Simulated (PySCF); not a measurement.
Molecule: `C1(=O)CCC(=O)N1`, C$_{4}$H$_{5}$NO$_{2}$.

Geometry (Å), atoms numbered from 1 in this order:
```xyz
12

O    -2.030    1.191   -1.102
C    -1.045    0.745   -0.578
C    -0.651   -0.714   -0.417
C     0.684   -0.699    0.322
C     1.006    0.769    0.550
O     1.969    1.237    1.094
N    -0.037    1.498    0.003
H    -1.456   -1.231    0.126
H    -0.604   -1.172   -1.416
H     1.512   -1.151   -0.243
H     0.660   -1.204    1.299
H    -0.062    2.512    0.026
```

Geometry PBE0-D3(BJ)/def2-SVP throughout; GIAO in PySCF 2.14.0 with density-fitted response routines, gas phase, one conformer, non-relativistic; equivalent atoms averaged; functional PBE0.

For orientation, cc-pVTZ gives these shifts δ (against H2O, TMS, NH3 at the same level): O1/O6 448.4, C2/C5 176.7, C3/C4 30.7, N7 196.1, H12 6.59, H8/H9/H10/H11 2.45 ppm.

A run gave: O1/O6 518.4, C2/C5 186.5, C3/C4 32.2, N7 191.6, H12 5.38, H8/H9/H10/H11 2.90 ppm (shifts δ (against H2O, TMS, NH3 at the same level)).

Which basis set was used in that run?
A. aug-cc-pVDZ
B. 6-311+G(2d,p)
C. pcSseg-0
D. pcSseg-1

Results:

C. O1/O6 tells them apart best: pcSseg-0 gives 518.4, 6-311+G(2d,p) gives 436.6, aug-cc-pVDZ gives 416.1, pcSseg-1 gives 467.3 ppm.
